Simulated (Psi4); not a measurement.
ketene (C$_{2}$H$_{2}$O), singlet, at a GFN2-xTB geometry; CCSD(T)/6-31G** (Psi4).

The Psi4 input:
```
memory 2 GB

molecule {
0 1
  C    -0.01148162    0.02136311   -1.19190098
  C     0.00092956   -0.00172957    0.09649676
  H     0.00249612    0.94826436   -1.73006124
  H    -0.03614064   -0.88566416   -1.76255958
  O     0.01211961   -0.02255018    1.25813077
}

set basis 6-31g**

energy('ccsd(t)')
print_variables()
```

Write the output that Psi4 gives for this input, abridged.


```
   => Loading Basis Set <=

    Name: 6-31G**
    Role: ORBITAL
    Keyword: BASIS

         ---------------------------------------------------------
                                   SCF
               by Justin Turney, Rob Parrish, Andy Simmonett
                          and Daniel G. A. Smith
                              RHF Reference
         ---------------------------------------------------------

  ==> Geometry <==

    Molecular point group: c1
    Full point group: C1

    Geometry (in Angstrom), charge = 0, multiplicity = 1:

       Center              X                  Y                   Z               Mass
    ------------   -----------------  -----------------  -----------------  -----------------
         C           -0.012274744729     0.022838826302    -1.274234862963    12.000000000000
         C            0.000136435271    -0.000253853698     0.014162877037    12.000000000000
         H            0.001702995271     0.949740076302    -1.812395122963     1.007825032230
         H           -0.036933764729    -0.884188443698    -1.844893462963     1.007825032230
         O            0.011326485271    -0.021074463698     1.175796887037    15.994914619570

  Running in c1 symmetry.

  Rotational constants: A =      9.93911  B =      0.34859  C =      0.33678 [cm^-1]
  Rotational constants: A = 297967.04277  B =  10450.42276  C =  10096.32045 [MHz]
  Nuclear repulsion =   59.001721319662821

  Charge       = 0
  Multiplicity = 1
  Electrons    = 22
  Nalpha       = 11
  Nbeta        = 11

  ==> Algorithm <==

  SCF Algorithm Type is PK.
  DIIS enabled.
  MOM disabled.
  Fractional occupation disabled.
  Guess Type is SAD.
  Energy threshold   = 1.00e-08
  Density threshold  = 1.00e-08
  Integral threshold = 1.00e-12

  ==> Primary Basis <==

  Basis Set: 6-31G**
    Blend: 6-31G**
    Number of shells: 24
    Number of basis functions: 55
    Number of Cartesian functions: 55
    Spherical Harmonics?: false
    Max angular momentum: 2

  ==> Integral Setup <==

  Using in-core PK algorithm.
   Calculation information:
      Number of atoms:                   5
      Number of AO shells:              24
      Number of primitives:             55
      Number of atomic orbitals:        55
      Number of basis functions:        55

      Integral cutoff                 1.00e-12
      Number of threads:                 1

  Performing in-core PK
  Using 2373140 doubles for integral storage.
  We computed 44061 shell quartets total.
  Whereas there are 45150 unique shell quartets.

  ==> DiskJK: Disk-Based J/K Matrices <==

    J tasked:                  Yes
    K tasked:                  Yes
    wK tasked:                  No
    Schwarz Cutoff:          1E-12

  Minimum eigenvalue in the overlap matrix is 1.9292076829E-03.
  Reciprocal condition number of the overlap matrix is 3.0850020959E-04.
    Using symmetric orthogonalization.

  ==> Pre-Iterations <==

  SCF Guess: Superposition of Atomic Densities via on-the-fly atomic UHF (no occupation information).

   -------------------------
    Irrep   Nso     Nmo
   -------------------------
     A         55      55
   -------------------------
    Total      55      55
   -------------------------

  ==> Iterations <==

                        Total Energy        Delta E     RMS |[F,P]|

   @RHF iter SAD:  -150.96202808846064   -1.50962e+02   0.00000e+00
   @RHF iter   1:  -151.65915086770721   -6.97123e-01   6.94083e-03 DIIS/ADIIS
   @RHF iter   2:  -151.70653990041228   -4.73890e-02   4.24189e-03 DIIS/ADIIS
   @RHF iter   3:  -151.72579240050570   -1.92525e-02   8.90639e-04 DIIS/ADIIS
   @RHF iter   4:  -151.72718781122154   -1.39541e-03   2.94895e-04 DIIS/ADIIS
   @RHF iter   5:  -151.72750339571797   -3.15584e-04   1.03689e-04 DIIS/ADIIS
   @RHF iter   6:  -151.72754432429409   -4.09286e-05   4.18197e-05 DIIS
   @RHF iter   7:  -151.72755662225890   -1.22980e-05   1.76117e-05 DIIS
[...]
  @RHF Final Energy:  -151.72755839667437
    Total Energy =                       -151.7275583966743682
[...]
     4        -0.460359606729376    2.788e-03    0.014601    0.046575    0.046575    0.162226
     5        -0.460385881659358    1.065e-03    0.014709    0.047154    0.047154    0.162557
     6        -0.460411522013989    3.207e-04    0.014738    0.047394    0.047394    0.162611
     7        -0.460402162783601    1.259e-04    0.014737    0.047458    0.047458    0.162602
     8        -0.460402876563364    4.226e-05    0.014735    0.047481    0.047481    0.162603
     9        -0.460403905604794    1.586e-05    0.014735    0.047490    0.047490    0.162605
    10        -0.460403183534377    4.784e-06    0.014735    0.047489    0.047489    0.162605
    11        -0.460403482516478    1.770e-06    0.014735    0.047488    0.047488    0.162605
    12        -0.460403392448291    5.217e-07    0.014735    0.047489    0.047489    0.162605
    13        -0.460403413613615    2.245e-07    0.014735    0.047488    0.047488    0.162606
    14        -0.460403417331203    5.226e-08    0.014735    0.047488    0.047488    0.162606

    Iterations converged.

    Largest TIA Amplitudes:
              8   1        -0.0384275610
              7   0         0.0362784190
              9   0        -0.0223536354
             10   6         0.0166251759
              7   7         0.0138772859
              9  11         0.0100839112
             10  20         0.0092848295
              9   7        -0.0076896142
              8   6         0.0075056122
              7   3        -0.0074701778

    Largest TIjAb Amplitudes:
     10  10   1   1        -0.0972496943
      9   9   0   0        -0.0614300310
      7   7   0   0        -0.0477962242
      8   8   1   1        -0.0392965567
      7   9   0   0         0.0281371027
      9   7   0   0         0.0281371027
      9  10   0   1         0.0271635989
     10   9   1   0         0.0271635989
      7   8   0   1         0.0255339858
      8   7   1   0         0.0255339858

    SCF energy       (wfn)                    = -151.727558396674368
    Reference energy (file100)                = -151.727558396674340

    Opposite-spin MP2 correlation energy      =   -0.331258340257500
    Same-spin MP2 correlation energy          =   -0.115579576302679
    Singles MP2 correlation energy            =   -0.000000000000000
    MP2 correlation energy                    =   -0.446837916560179
      * MP2 total energy                      = -152.174396313234524

    Opposite-spin CCSD correlation energy     =   -0.359047778510461
    Same-spin CCSD correlation energy         =   -0.101355638820742
    Singles CCSD correlation energy           =    0.000000000000000
    CCSD correlation energy                   =   -0.460403417331203
      * CCSD total energy                     = -152.187961814005547

            **************************
            *                        *
            *        CCTRIPLES       *
            *                        *
            **************************

    Wave function   =    CCSD_T
    Reference wfn   =      RHF

    Nuclear Rep. energy (wfn)                =   59.001721319662821
    SCF energy          (wfn)                = -151.727558396674368
    Reference energy    (file100)            = -151.727558396674340
    CCSD energy         (file100)            =   -0.460403417331203
    Total CCSD energy   (file100)            = -152.187961814005547

    Number of ijk index combinations:              286
    Approx. words needed per explicit thread:          340736
    Number of threads for explicit ijk threading:    1

    MKL num_threads set to 1 for explicit threading.

    (T) energy                                =   -0.016985901571643
      * CCSD(T) total energy                  = -152.204947715577191

  Variable Map:
  ----------------------------------------------------------------------------
[...]
  Array Variable Map:
  ----------------------------------------------------------------------------
[...]
[...]
```
